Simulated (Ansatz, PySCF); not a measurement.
trichloroethylene cation (C2HCl3), SMILES ClC=C(Cl)Cl (connectivity only; charge and spin as stated), charge +1, multiplicity 2. Atoms are numbered in the order given.

```xyz
6

Cl     0.3534     2.2236     0.0000
C      0.9170     0.6654     0.0000
C      0.0684    -0.4659     0.0000
Cl    -1.6004    -0.3308     0.0000
Cl     0.7839    -1.9851     0.0000
H      2.0032     0.5199     0.0000
```
Charge +1, spin multiplicity 2.

The structure is a stationary point at B3LYP-D3(BJ)/def2-SVP. The multiplicity is an assumed one; other spin states were not compared.

Two levels are set side by side: PBE-D3(BJ)/def2-SVP (Ansatz, a quantum-chemistry and plane-wave program) and B3LYP-D3(BJ)/def2-SVP (Ansatz). Each level has its own optimised geometry; the coordinates shown are those of the second. Frequencies come from the Hessian of PySCF at each geometry. Differences are taken from unrounded values.

```json
[
 {"quantity": "mean bond length (Å)", "B3LYP-D3(BJ)": "1.504"},
 {"quantity": "bond Cl1–C2 (Å)", "B3LYP-D3(BJ)": "1.657"},
 {"quantity": "bond C2–C3 (Å)", "B3LYP-D3(BJ)": "1.414"},
 {"quantity": "bond C3–Cl4 (Å)", "B3LYP-D3(BJ)": "1.674"},
 {"quantity": "bond C3–Cl5 (Å)", "B3LYP-D3(BJ)": "1.679"},
 {"quantity": "bond C2–H6 (Å)", "B3LYP-D3(BJ)": "1.096"},
 {"quantity": "highest harmonic wavenumber (cm⁻¹)", "B3LYP-D3(BJ)": "3192"},
 {"quantity": "mean harmonic wavenumber (cm⁻¹)", "B3LYP-D3(BJ)": "903"},
 {"quantity": "zero-point energy (kcal/mol)", "B3LYP-D3(BJ)": "15.50"}
]
```

Question: What does PBE-D3(BJ) give, and how far is it from B3LYP-D3(BJ)? (An estimate is asked for; the answer gives what the named calculation found.)

Answer: 
```json
[
 {"quantity": "mean bond length (Å)", "PBE-D3(BJ)": "1.509", "PBE-D3(BJ) minus B3LYP-D3(BJ)": "0.005"},
 {"quantity": "bond Cl1–C2 (Å)", "PBE-D3(BJ)": "1.661", "PBE-D3(BJ) minus B3LYP-D3(BJ)": "0.004"},
 {"quantity": "bond C2–C3 (Å)", "PBE-D3(BJ)": "1.421", "PBE-D3(BJ) minus B3LYP-D3(BJ)": "0.007"},
 {"quantity": "bond C3–Cl4 (Å)", "PBE-D3(BJ)": "1.678", "PBE-D3(BJ) minus B3LYP-D3(BJ)": "0.003"},
 {"quantity": "bond C3–Cl5 (Å)", "PBE-D3(BJ)": "1.683", "PBE-D3(BJ) minus B3LYP-D3(BJ)": "0.004"},
 {"quantity": "bond C2–H6 (Å)", "PBE-D3(BJ)": "1.105", "PBE-D3(BJ) minus B3LYP-D3(BJ)": "0.009"},
 {"quantity": "highest harmonic wavenumber (cm⁻¹)", "PBE-D3(BJ)": "3121", "PBE-D3(BJ) minus B3LYP-D3(BJ)": "-71"},
 {"quantity": "mean harmonic wavenumber (cm⁻¹)", "PBE-D3(BJ)": "879", "PBE-D3(BJ) minus B3LYP-D3(BJ)": "-25"},
 {"quantity": "zero-point energy (kcal/mol)", "PBE-D3(BJ)": "15.07", "PBE-D3(BJ) minus B3LYP-D3(BJ)": "-0.42"}
]
```

GGA bonds tend to be longer and softer than those of functionals with exact exchange. Differences between two approximate levels are no errors against the true value.
